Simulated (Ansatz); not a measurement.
Molecule: C2H3N, charge 0, multiplicity 1. SMILES: [C-]#[N+]C
Geometry from a B3LYP-D3(BJ)/def2-TZVP (Ansatz, an electronic-structure program) optimisation:
```xyz
6

C     -1.1048     0.0069    -0.0265
N      0.3127    -0.0019     0.0075
C      1.4768    -0.0092     0.0354
H     -1.4600    -0.6890    -0.7861
H     -1.4990    -0.2921     0.9445
H     -1.4620     1.0085    -0.2642
```

Wanted: enthalpy of formation at 298 K, in kcal/mol. Conventions: 6-311+G** with 5d; LANL2DZ all-electron up to Ne; open shells spin-unrestricted; six Cartesian d functions in 6-31G* and its kin unless marked 5d; spin-orbit terms left out; non-relativistic; no dispersion term unless named; valence correlation only. CBS(X,Y): correlation extrapolated as X^-3; Hartree-Fock from the larger set. First-principles rows: single points at B3LYP-D3(BJ) geometries (Ansatz), with unscaled harmonic terms from B3LYP/6-31G* at its own minima, enthalpies of formation by atomisation with measured atoms.

Measured values: CRC Handbook, as tabulated in the package chemicals; they hold spin-orbit and core effects, anharmonicity. For [C-]#[N+]C (enthalpy of formation at 298 K) the tabulated value and CCSD(T)/CBS(cc-pVTZ,cc-pVQZ) (Ansatz) part by 5.8 kcal/mol: another conformer or state, missing terms or a fault of the table's entry are possible. 

Value to compare with, the measured value: 39.1 kcal/mol.

```json
[
 {"level": "B3LYP/STO-3G", "program": "Ansatz", "enthalpy of formation at 298 K (kcal/mol)": "-7.5", "error": "-46.6"},
 {"level": "B3LYP/3-21G", "program": "Ansatz", "enthalpy of formation at 298 K (kcal/mol)": "62.1", "error": "23.0"},
 {"level": "B3LYP/LANL2DZ", "program": "Ansatz", "enthalpy of formation at 298 K (kcal/mol)": "74.0", "error": "34.9"},
 {"level": "B3LYP/6-31G", "program": "Ansatz", "enthalpy of formation at 298 K (kcal/mol)": "67.7", "error": "28.6"},
 {"level": "B3LYP/6-31G*", "program": "Ansatz", "enthalpy of formation at 298 K (kcal/mol)": "45.5", "error": "6.4"},
 {"level": "B3LYP/6-31+G*", "program": "Ansatz", "enthalpy of formation at 298 K (kcal/mol)": "47.7", "error": "8.6"},
 {"level": "B3LYP/6-31G**", "program": "Ansatz", "enthalpy of formation at 298 K (kcal/mol)": "43.1", "error": "4.0"},
 {"level": "B3LYP/def2-SVP", "program": "Ansatz", "enthalpy of formation at 298 K (kcal/mol)": "38.7", "error": "-0.4"},
 {"level": "B3LYP/cc-pVDZ", "program": "Ansatz", "enthalpy of formation at 298 K (kcal/mol)": "53.2", "error": "14.1"},
 {"level": "B3LYP/6-311+G**", "program": "Ansatz", "enthalpy of formation at 298 K (kcal/mol)": "46.9", "error": "7.8"},
 {"level": "B3LYP/def2-TZVPD", "program": "Ansatz", "enthalpy of formation at 298 K (kcal/mol)": "42.3", "error": "3.2"},
 {"level": "CCSD(T)/CBS(cc-pVTZ,cc-pVQZ)", "program": "Ansatz", "enthalpy of formation at 298 K (kcal/mol)": "44.8", "error": "5.7"}
]
```

Among the 10 habitual levels, B3LYP/STO-3G lies farthest from the measured value (-46.6 kcal/mol) and B3LYP/def2-SVP nearest (-0.4); 8 of 10 lie above it, and their mean absolute error is 17.4 kcal/mol, the median 11.3. One case shows no general order.

The sets are all those run for this method; runs whose electronic state is in doubt are left out.
